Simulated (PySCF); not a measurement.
# Arsenic: a sound run and one with changed settings

Sound run: As [Ar] 3d10 4s2 4p3, As⁺ [Ar] 3d10 4s2 4p2. Calculation: PySCF 2.14, in cc-pVDZ-DK (5s4p2d, 27 functions); scalar relativity by spin-free X2C-1e. The sound run starts from symmetry-adapted Hartree-Fock orbitals and uses a fine grid where one is needed.

A second run was set up differently.

| species | method | sound run (hartree) | changed run (hartree) | converged |
| --- | --- | --- | --- | --- |
| As | UHF | -2258.91690 | -2258.91690 | yes |
| As | PBE0 | -2260.34253 | -2260.34253 | yes |
| As | r2SCAN | -2260.59359 | -2260.59359 | yes |
| As⁺ | UHF | -2258.57056 | -2258.57056 | yes |
| As⁺ | PBE0 | -2259.97745 | -2259.97748 | yes |
| As⁺ | r2SCAN | -2260.22254 | -2260.22314 | yes |

Ionisation energy of As:

| method | sound run (eV) | changed run (eV) |
| --- | --- | --- |
| UHF | 9.425 | 9.425 |
| PBE0 | 9.934 | 9.933 |
| r2SCAN | 10.097 | 10.080 |

Q: What was changed?
A. level shift left on
B. too few SCF iterations
C. a valence shell is frozen
D. angular grid far too coarse

A: D. It used 26 angular points. A coarse angular grid integrates products of high-l functions wrongly, so density functionals can shift, and the SCF can exploit the error; Hartree-Fock and MP2 need no grid.
